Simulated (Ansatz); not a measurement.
Gas-phase electronic energies from Ansatz, PBE0-D4/def2-TZVP geometries. CCSD(T)/CBS adds triple-zeta CCSD(T) − MP2 to the extrapolated MP2 energy (def2 sets, frozen cores). DFT in def2-TZVPP. B3LYP here is the variant with VWN-RPA as its local correlation; programs differ in this. For Ge outer-core shells are correlated without core-valence functions, which leaves a few kJ/mol of doubt a bond. Scalar relativity is left out up to krypton. Each species was taken in one conformer, which may not be the lowest.

Reaction (redistribution): `BO[SiH3]` + `[F][GeH2][SiH2]S` → `BO[SiH2][GeH2][F]` + `[SiH3]S`

`BO[SiH3]`:

Z-matrix (Å, degrees):
```
Si
O 1 1.658
H 1 1.482 2 107.9
H 1 1.482 2 107.9 3 -118.9
H 1 1.485 2 110.1 3 120.6
B 2 1.347 1 132.3 3 -120.7
H 6 1.199 2 118.0 1 180.0
H 6 1.204 2 120.0 1 0.0
```

`[F][GeH2][SiH2]S`:

```xyz
9

F    -0.028    2.109   -1.287
Ge   -0.942    0.731   -0.720
Si    0.358   -0.304    0.996
S     2.178   -1.109    0.220
H    -2.294    1.300   -0.248
H    -1.143   -0.167   -1.956
H    -0.476   -1.343    1.658
H     0.774    0.709    1.997
H     1.574   -1.925   -0.660
```

`BO[SiH2][GeH2][F]`:

Cartesian coordinates in Å:
```
B -2.273 0.581 -0.239
O -1.309 -0.361 -0.327
Si -0.035 -0.726 0.667
Ge 1.973 -0.048 -0.436
F 1.820 1.685 -0.642
H -2.322 1.301 0.723
H -3.061 0.659 -1.138
H -0.029 -2.195 0.883
H -0.169 -0.021 1.969
H 2.153 -0.616 -1.854
H 3.253 -0.259 0.394
```

`[SiH3]S`:

Z-matrix (Å, degrees):
```
Si
S 1 2.137
H 1 1.485 2 111.6
H 1 1.485 2 111.6 3 -122.0
H 1 1.482 2 104.8 3 119.0
H 2 1.344 1 94.7 3 60.9
```

**Question.** Is it downhill or uphill in electronic energy at CCSD(T)/CBS, and by how much? (Estimate.)

**Answer.** Computed: Uphill: ΔE = +1.5 kcal/mol.

**Question.** What do these levels give: PBE-D4, PBE0-D4, B3LYP-D4, B2PLYP, r2SCAN, HF/def2-QZVPP? (Estimate.)

**Answer.** Computed: PBE-D4 1.4, PBE0-D4 1.4, B3LYP-D4 1.3, B2PLYP 1.3, r2SCAN 1.4, HF/def2-QZVPP 1.0 kcal/mol.

Largest T1 diagnostic among the species: 0.013.
